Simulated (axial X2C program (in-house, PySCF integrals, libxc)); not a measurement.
**Ω levels of CuF from open-shell CI on d9 s1 p(π)0**

Computed with an axial X2C code built on PySCF integrals: two-component X2C with atomic mean-field Coulomb and Gaunt terms, basis Cu dyall-v3z, F dyall-av3z (cores contracted in-house). Orbitals come from Hartree–Fock averaged over the configuration Cu d9 s1 p(π)0; CI then distributes these electrons over the d, s, p(π) shells of Cu.

R = 1.790 Å (near the minimum of the configuration average).

Active spinors (ω > 0):

```
shell    ω  ε (eV)                   character
    d  3/2  -18.46                   100% Cu d
    d  5/2  -18.18                   100% Cu d
    d  1/2  -18.00                    98% Cu d
    d  3/2  -17.81                    98% Cu d
    d  1/2  -17.30                    95% Cu d
    s  1/2   -4.13  63% Cu s, 25% Cu p, 8% F p
 p(π)  1/2    1.85   91% Cu p, 4% Cu d, 4% F p
 p(π)  3/2    1.85   91% Cu p, 4% Cu d, 4% F p
```

Lowest levels of this model:

| Ω | energy (cm⁻¹) | g∥ | μ (D) | configuration |
| --- | --- | --- | --- | --- |
| 0 | 0 | 0.00 | -3.16 | 100% d9 s1 |
| 1 | 60 | 3.89 | -3.16 | 100% d9 s1 |
| 0 | 1905 | 0.00 | -3.38 | 95% d9 s1 |
| 2 | 2393 | 5.96 | -3.18 | 100% d9 s1 |
| 1 | 2888 | 2.03 | -3.18 | 100% d9 s1 |
| 0 | 3611 | 0.00 | -3.18 | 100% d9 s1 |
| 0 | 3981 | 0.00 | -3.27 | 97% d9 s1 |
| 3 | 5248 | 8.00 | -3.22 | 100% d9 s1 |
| 2 | 5865 | 4.02 | -3.22 | 100% d9 s1 |
| 1 | 6031 | 1.64 | -3.21 | 100% d9 s1 |
| 1 | 7186 | 0.45 | -3.22 | 100% d9 s1 |
| 2 | 8908 | 4.02 | -3.21 | 100% d9 s1 |

g∥ is the magnitude of 2⟨Lz + ge Sz⟩ for the +Ω component. μ is positive if the F end is positive.

This point took 0.81 s on 1 thread of Intel(R) Xeon(R) 6975P-C (Granite Rapids), with other jobs on the host.

Dynamic correlation is missing, so gaps between terms are too wide and other configurations may lie lower; the lowest level listed is that of this model, not necessarily the ground state. For d shells the ligand-field splittings (σ, π, δ) and their order can be off by a thousand cm⁻¹ or more. At most 4 roots were kept for each Ω > 0 (twice that for Ω = 0) within 3.2 eV of the lowest, so higher up levels can be missing between those listed; levels with Ω > 0 are doubly degenerate and listed once, Ω = 0 levels singly. States that fill the shells left empty in the average are placed too high.
